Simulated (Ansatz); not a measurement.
Energy needed to pull apart CHFI (SMILES F[CH]I), doublet, into free ground-state atoms, from the structure below (displaced at random from its PBE0-D4/def2-TZVP minimum); no zero-point or spin–orbit terms; open-shell atoms are treated unrestricted, in their ground-state multiplicity.

F1  (-0.108, -1.197, 0.683)
C2  (0.098, 0.031, 0.308)
I3  (-1.159, 0.778, -1.233)
H4  (1.175, 0.362, 0.221)
(Å)

Program: Ansatz 0.2.0. Basis: def2-TZVPP. Cores are frozen in the correlated methods; orbitals are unrestricted. Filled d shells of the heavier atoms are correlated. Core potentials replace the inner electrons of the atoms past krypton. The def2 sets are not built for correlating such inner shells, so the correlated values are less sure here.

```tsv
method	atomization energy (kJ/mol)
PBE-D4	?
r2SCAN-D4	1156
PBE0-D4	1151
wB97M-V	1119
HF	731
MP2	?
CCSD	1055
CCSD(T)	1086
```

(1) What does MP2 give? (Judge from chemistry; the value comes from the calculation.)

(2) What does PBE-D4 give? (An estimate is asked for; the value comes from the calculation.)

The T1 diagnostic stays at or below 0.015. ⟨S²⟩ of the unrestricted Hartree–Fock references: 0.77 (a pure state has 0.75).

Answers

(1) By the calculation: 1128 kJ/mol, which is about 42 kJ/mol more than CCSD(T)/def2-TZVPP.

(2) Computed: 1208 kJ/mol, which is about 121 kJ/mol more than CCSD(T)/def2-TZVPP.

In triple zeta the MP2 and coupled-cluster atomization energies are still short of their basis limit by a few kcal/mol a bond, whereas those of the functionals are nearly converged, so these differences are not deviations from converged CCSD(T).

For scale, one of the runs: CCSD(T)/def2-TZVPP forces, 126 basis functions (an equivalent command: `ansatz run in.yaml --threads 4`). Hardware: 4 CPU threads, shared host. Wall time 3.5 min; peak host memory 3.1 GiB.
